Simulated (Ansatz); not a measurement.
The inner images of a band of AlCl2FH2O (7 atoms, charge 0, multiplicity 1) are given out of order.

All numbers below come from RHF/6-31G* (Ansatz).

Image 0:

```xyz
7
Properties=species:S:1:pos:R:3
Al 0.052 -0.039 0.091
F 0.014 0.549 1.626
Cl 1.824 0.241 -1.010
Cl -1.767 -0.018 -0.996
O 0.065 -1.912 0.669
H -0.539 -2.528 0.260
H 0.031 -2.016 1.618
```

Image 8:

```xyz
7
Properties=species:S:1:pos:R:3
Al -0.033 -0.470 -0.175
F 0.026 -0.030 1.739
Cl 1.779 0.251 -0.958
Cl -1.809 0.394 -0.894
O -0.088 -2.056 0.479
H -0.182 -2.887 0.041
H -0.013 -0.924 2.026
```

Question: Put them in order from the first end to the last, with their energies above the first end.
A.
```xyz
7
Properties=species:S:1:pos:R:3
Al 0.050 -0.109 0.005
F 0.020 0.253 1.627
Cl 1.838 0.327 -1.004
Cl -1.779 0.116 -1.019
O 0.086 -1.954 0.646
H -0.529 -2.649 0.433
H -0.006 -1.707 1.569
```
B.
```xyz
7
Properties=species:S:1:pos:R:3
Al 0.050 -0.279 -0.092
F 0.032 -0.005 1.662
Cl 1.837 0.352 -0.972
Cl -1.787 0.176 -1.001
O 0.077 -1.962 0.653
H -0.520 -2.681 0.461
H -0.009 -1.323 1.546
```
C.
```xyz
7
Properties=species:S:1:pos:R:3
Al 0.047 -0.354 -0.138
F 0.034 -0.095 1.712
Cl 1.830 0.374 -0.950
Cl -1.791 0.201 -0.985
O 0.074 -1.991 0.578
H -0.520 -2.706 0.398
H 0.006 -1.151 1.643
```
D.
```xyz
7
Properties=species:S:1:pos:R:3
Al 0.048 -0.068 0.048
F 0.018 0.399 1.630
Cl 1.828 0.289 -1.013
Cl -1.772 0.058 -1.019
O 0.075 -1.932 0.656
H -0.532 -2.599 0.346
H 0.016 -1.869 1.609
```
E.
```xyz
7
Properties=species:S:1:pos:R:3
Al 0.008 -0.466 -0.181
F 0.052 -0.039 1.738
Cl 1.794 0.343 -0.930
Cl -1.806 0.286 -0.932
O 0.003 -2.058 0.474
H -0.386 -2.837 0.112
H 0.015 -0.950 1.977
```
F.
```xyz
7
Properties=species:S:1:pos:R:3
Al 0.036 -0.431 -0.178
F 0.046 -0.076 1.737
Cl 1.813 0.384 -0.927
Cl -1.799 0.228 -0.962
O 0.061 -2.035 0.497
H -0.501 -2.758 0.265
H 0.024 -1.034 1.826
```
G.
```xyz
7
Properties=species:S:1:pos:R:3
Al 0.052 -0.182 -0.038
F 0.025 0.111 1.631
Cl 1.841 0.348 -0.986
Cl -1.785 0.155 -1.007
O 0.091 -1.962 0.653
H -0.525 -2.668 0.481
H -0.020 -1.523 1.524
```

Answer: D (+0.03 eV), A (+0.13 eV), G (+0.39 eV), B (+1.02 eV), C (+1.40 eV), F (+1.32 eV), E (+1.28 eV).

Time of the run: 2.4 min on 1 thread of Arm Neoverse V2, on a shared host, peak memory 0.18 GiB.
